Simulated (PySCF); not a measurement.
## Excitation energy of Tc²⁺ by level of theory

Tc²⁺ [Kr] 4d5 (6S) → Tc²⁺ [Kr] 4d4 5p1 (high-spin determinant), as a difference of total energies. All numbers are calculated (PySCF 2.14, scalar relativity by spin-free X2C-1e, in x2c-TZVPPall (8s6p6d2f1g, 79 functions)). Correlated levels: valence and next inner shell: [Ar] 3d10 frozen. The calculations carry no spin-orbit coupling.

| method | excitation energy (cm⁻¹) |
| --- | --- |
| UHF | 90446 |
| MP2 (valence and next inner shell) | 93330 |
| SCS-MP2 (valence and next inner shell) | 92220 |
| CCSD (valence and next inner shell) | 92313 |
| CCSD(T) (valence and next inner shell) | 92279 |

The basis was made for the ground configuration and has no added diffuse functions, so the excitation energy can come out too high.

The determinant of the upper state mixes LS terms, which raises its energy above the lowest term, most at the Hartree-Fock and MP2 levels.
